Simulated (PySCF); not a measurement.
**Ar⁺: ionisation energy**

Ar⁺ [Ne] 3s2 3p5 (2P) → Ar²⁺ [Ne] 3s2 3p4 (3P), as a difference of total energies. All numbers are calculated (PySCF 2.14, scalar relativity by spin-free X2C-1e, in ANO-RCC-VTZP (5s4p2d1f, 34 functions)). Correlated levels: valence: [Ne] frozen; valence and next inner shell: 1s2 frozen. The calculations carry no spin-orbit coupling.

```json
{"method": "UHF", "ionisation energy (eV)": "26.357", "plus first-order spin-orbit estimate": "26.350", "error of that sum (eV)": "-1.280"}
{"method": "LDA", "ionisation energy (eV)": "27.823", "plus first-order spin-orbit estimate": "27.816", "error of that sum (eV)": "+0.186"}
{"method": "PBE", "ionisation energy (eV)": "27.586", "plus first-order spin-orbit estimate": "27.579", "error of that sum (eV)": "-0.051"}
{"method": "PBE0", "ionisation energy (eV)": "27.596", "plus first-order spin-orbit estimate": "27.590", "error of that sum (eV)": "-0.040"}
{"method": "r2SCAN", "ionisation energy (eV)": "27.647", "plus first-order spin-orbit estimate": "27.640", "error of that sum (eV)": "+0.010"}
{"method": "BHandHLYP", "ionisation energy (eV)": "27.526", "plus first-order spin-orbit estimate": "27.519", "error of that sum (eV)": "-0.111"}
{"method": "CAM-B3LYP", "ionisation energy (eV)": "27.707", "plus first-order spin-orbit estimate": "27.701", "error of that sum (eV)": "+0.071"}
{"method": "B3LYP", "ionisation energy (eV)": "27.706", "plus first-order spin-orbit estimate": "27.699", "error of that sum (eV)": "+0.069"}
{"method": "TPSSh", "ionisation energy (eV)": "27.593", "plus first-order spin-orbit estimate": "27.586", "error of that sum (eV)": "-0.044"}
{"method": "MP2 (valence)", "ionisation energy (eV)": "27.343", "plus first-order spin-orbit estimate": "27.336", "error of that sum (eV)": "-0.294"}
{"method": "SCS-MP2 (valence)", "ionisation energy (eV)": "27.337", "plus first-order spin-orbit estimate": "27.331", "error of that sum (eV)": "-0.299"}
{"method": "MP2 (valence and next inner shell)", "ionisation energy (eV)": "27.347", "plus first-order spin-orbit estimate": "27.341", "error of that sum (eV)": "-0.289"}
{"method": "SCS-MP2 (valence and next inner shell)", "ionisation energy (eV)": "27.340", "plus first-order spin-orbit estimate": "27.333", "error of that sum (eV)": "-0.297"}
```

Reference: 27.630 eV (measured; NIST Atomic Spectra Database, ionization energies).

A first-order spin-orbit estimate (lowest level to lowest level, LS coupling) adds -0.006 eV.

Errors of the correlated levels include the incompleteness of this basis and the frozen core.
